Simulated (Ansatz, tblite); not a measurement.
Removing and adding an electron: In6Sb6H18, a cluster cut from wurtzite InSb (hydrogen-capped). Total charge 0; singlet. Geometry: PBE-D4/def2-SVP. Ansatz, gas phase; energy differences of separate SCF runs; the oxidised species was run as a doublet alone; the reduced species was run as a doublet alone.

```csv
atom,x (Å),y (Å),z (Å)
Sb1,0.9662,-1.6302,2.5729
In2,-1.6166,-0.2922,2.7319
In3,1.7828,2.6861,2.0860
Sb4,-1.0573,2.2504,1.6684
Sb5,-2.6467,-1.7368,0.4214
In6,-2.8007,2.5426,-0.6343
In7,2.8390,-1.4036,0.3534
Sb8,2.6670,1.3217,-0.3193
Sb9,0.9751,-2.6390,-1.5131
In10,-1.6044,-1.5309,-2.2912
In11,1.7962,1.4033,-3.0875
Sb12,-1.0469,1.2152,-2.5294
H13,1.8102,-1.4104,4.0509
H14,0.6700,-3.3133,2.8051
H15,-2.4702,-0.7235,4.1855
H16,2.1982,1.5832,3.3801
H17,2.1334,4.3813,1.9522
H18,-1.8183,3.1850,2.9009
H19,-2.6165,-3.4111,0.8341
H20,-4.3578,-1.6130,0.3872
H21,-4.0768,1.3778,-0.3508
H22,-2.9411,4.2227,-1.0495
H23,4.2455,-2.3976,0.6017
H24,4.3587,1.6442,-0.3952
H25,0.6731,-4.2335,-0.9292
H26,1.8254,-3.1415,-2.9165
H27,-2.4510,-2.5904,-3.3815
H28,2.1522,2.9628,-3.7631
H29,2.2118,-0.1784,-3.7122
H30,-1.8005,1.4690,-4.0589
```

In the def2 sets In, Sb take a core potential; there is no spin–orbit coupling. The xTB rows come from tblite. Single mean-field runs in def2-TZVP are fitted with def2-universal-jkfit. HOMO above LUMO, or a gap near zero within one spin, warns that the state may not be the lowest or that an electron is smeared out.

```
               level  −HOMO (eV)  vertical IE (eV)  −LUMO (eV)  vertical EA (eV)  HOMO–LUMO gap (eV)  IE − EA (eV)                                                                                                               remarks
            GFN1-xTB        9.44             10.88        7.08              5.71                2.36          5.17                                                                                                                     –
            GFN2-xTB       10.18             11.60        7.78              6.31                2.40          5.29                                                                                                                     –
    PBE-D4/def2-TZVP        5.88              7.45        2.72              1.32                3.15          6.12  HOMO above zero (-1 doublet), gap within one spin near zero (+1 doublet), gap within one spin near zero (-1 doublet)
r2SCANh-D4/def2-TZVP        6.39              7.70        2.30              1.10                4.09          6.60                                                                                          HOMO above zero (-1 doublet)
   PBE0-D4/def2-TZVP        6.70              7.80        1.99              1.06                4.71          6.74                                                                                                                     –
```

Relaxing the oxidised species (PBE-D4/def2-SVP) changes its energy by -0.25 eV at PBE-D4/def2-TZVP, so the adiabatic ionisation energy to this nearest minimum is 7.20 eV. At PBE0-D4/def2-TZVP it is 7.33 eV.     A HOMO above zero means that the electron is unbound at that level or that self-interaction error raises the level; the energy of removing that electron tells which. Raw xTB energy differences between charge states are shifted by several eV; the methods need an empirical correction for them. Sets without diffuse functions give affinities that are too small.
